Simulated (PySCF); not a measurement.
## Basis and Hamiltonian dependence of the ionisation energy of In²⁺

In²⁺ [Kr] 4d10 5s1 (2S) → In³⁺ [Kr] 4d10 (1S). All values are computed (PySCF 2.14, energy differences of UHF-based or UKS calculations, no spin-orbit coupling). Values in eV.

| basis | Hamiltonian | functions | UHF | LDA | PBE0 | CCSD(T) (valence and next inner shell) |
| --- | --- | --- | --- | --- | --- | --- |
| aug-cc-pVDZ-PP with ECP28MDF | ECP | 32 | 26.647 | 29.021 | 28.262 | n/a |
| x2c-SVPall | spin-free X2C | 36 | 26.719 | n/a | n/a | n/a |
| cc-pVTZ-PP with ECP28MDF | ECP | 39 | 26.619 | n/a | n/a | n/a |
| aug-cc-pwCVDZ-PP with ECP28MDF | ECP | 48 | 26.626 | 29.073 | 28.276 | 27.749 |
| def2-TZVPPD with the def2 core potential (28 electrons) | ECP | 56 | 26.626 | 29.091 | 28.277 | 27.774 |
| x2c-TZVPPall | spin-free X2C | 60 | 26.662 | 28.965 | 28.205 | 27.845 |
| aug-cc-pVTZ-PP with one added diffuse shell each of d, f type with ECP28MDF | ECP | 67 | 26.619 | 29.089 | 28.277 | n/a |
| ANO-RCC-VTZP | spin-free X2C | 68 | 26.609 | 28.930 | 28.173 | 27.872 |
| x2c-TZVPPall with one added diffuse shell each of s, p, d, f type | spin-free X2C | 76 | 26.661 | 28.966 | 28.205 | 27.849 |
| aug-cc-pVQZ-PP with ECP28MDF | ECP | 92 | 26.622 | 29.094 | 28.285 | n/a |
| aug-cc-pwCVTZ-PP with ECP28MDF | ECP | 96 | 26.619 | 29.093 | 28.287 | n/a |
| aug-cc-pwCVTZ-DK3 | spin-free X2C | 109 | 26.626 | 28.976 | 28.211 | n/a |
| x2c-QZVPPall | spin-free X2C | 112 | 26.627 | 28.971 | 28.208 | n/a |
| dyall-av2z | non-relativistic | 130 | 25.562 | 27.767 | 27.044 | n/a |

Frozen in the all-electron rows: valence: [Kr] 4d10; valence and next inner shell: [Ar] 3d10; with a core potential, the same shells as far as they lie outside it.

Non-relativistic rows lack the scalar-relativistic shift.

Reference for a calculation without spin-orbit coupling: 28.044 eV (measured, between term centres; NIST).
